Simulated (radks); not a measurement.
The silicon ion Si13+, 1 electrons, occupied as 1s1.

All-electron calculation, scalar-relativistic Kohn-Sham, LDA (Slater exchange, Perdew-Wang correlation), spin-polarised, spherical densities, finite nucleus; open shells are filled with parallel spins first; Fermi nuclear charge, rms radius 3.1224 fm. Program: a radial shooting solver on a logarithmic mesh with Libxc functionals.

Energy parts (hartree):
part                      energy
total                  -97.68875
kinetic                 98.16000
electron-nucleus      -196.41551
Hartree                  4.37460
exchange-correlation    -3.80784

Orbitals (lengths in bohr, moments of r in powers of bohr):
orbital,occ.,eigenvalue (hartree),<r>,<1/r>
1s up,1,-94.56994,0.1072,14.03
2s up,0,-22.39687,0.4375,3.425
2p up,0,-22.10958,0.3674,3.415

The highest occupied level is 1s up at -2573.4 eV. The spin density at the nucleus is 939.2 e/bohr^3 (1s 939.2). Spin moment in Bohr magnetons: 1. For comparison, the ionisation energy in NIST's Atomic Spectra Database is 2673.2 eV (theoretical). In exact Kohn-Sham theory the highest level is minus the ionisation energy, but local and semilocal functionals leave it too shallow, through self-interaction and a potential that decays too fast; potentials with the right tail come closer. The electron density at the nucleus is 939.2 e/bohr^3 (large components only).
